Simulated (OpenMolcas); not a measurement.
Pr³⁺.

* Program: OpenMolcas
* Method: RASSCF
* Basis: ANO-RCC-VTZP [8s7p5d3f2g1h]
* Scalar Hamiltonian: DKH2, point nucleus
* Active space: 2 electrons in 12 orbitals (RAS2 4f; RAS3 5d, at most 1 electron)
* State averaging: 2S+1 = 3 even, 21 roots; 2S+1 = 1 even, 28 roots; 2S+1 = 3 odd, 35 roots; 2S+1 = 1 odd, 35 roots
* Spin-orbit coupling: RASSI with atomic mean-field integrals over the reference wave functions, term energies averaged over their components

Levels without dynamic correlation, in cm-1 above 4f2 3H4:

```json
{"Level": "4f2 1D2", "E": "23486"}
{"Level": "4f2 3F2", "E": "6794"}
{"Level": "4f2 1I6", "E": "28089"}
{"Level": "4f2 3P0", "E": "29542"}
```

On this reference, SS-RASPT2, IPEA 0.25 Eh, imaginary shift 0.1 Eh (closed shells correlated: 5s 5p) puts 4f2 1D2 at 19910 cm-1.

Task: Estimate the other levels at that method by one scale factor, and say how well it serves.

Result: The factor is 19910 / 23486 = 0.848. Scaled values beside those that SS-RASPT2 gives and measured ones (Martin, Zalubas and Hagan, Atomic Energy Levels: The Rare-Earth Elements, NSRDS-NBS 60 (1978)):
```
  Level  Scaled  SS-RASPT2  Miss (%)  Measured
4f2 3F2    5761       5490      +4.9      4997
4f2 1I6   23819      25490      -6.6     22212
4f2 3P0   25052      25330      -1.1     21390
```
For these levels the scaled values miss SS-RASPT2 by up to 6.6 %, as correlation changes each term by its own factor, spin-orbit parts do not scale and CASPT2 has its own spread within terms. This holds within one configuration; levels of others move differently, and the target method has errors of its own against measurement.

CASPT2 breaks the degeneracy within a term, and the mean is taken; among the terms shown or strongly mixed into the levels shown the widest spread is 890 cm-1 (4f2 1I, SS-RASPT2). Without dynamic correlation excited terms often stand tens of per cent too high (terms of higher spin than the ground term too low), and those without a measured partner can miss by more than the paired ones (holds for RASSCF). Some terms miss by over 15 % even with CASPT2, which points to a basis or an active space too small for the shells correlated (holds for SS-RASPT2). Measured partners are found by configuration, term and J. A level has none where our copy of the source lacks it or the pairing is in doubt (some pairs that miss far off the trend of their configuration count as doubtful), and it then counts in no deviation. Levels of configurations outside the active space are missing.
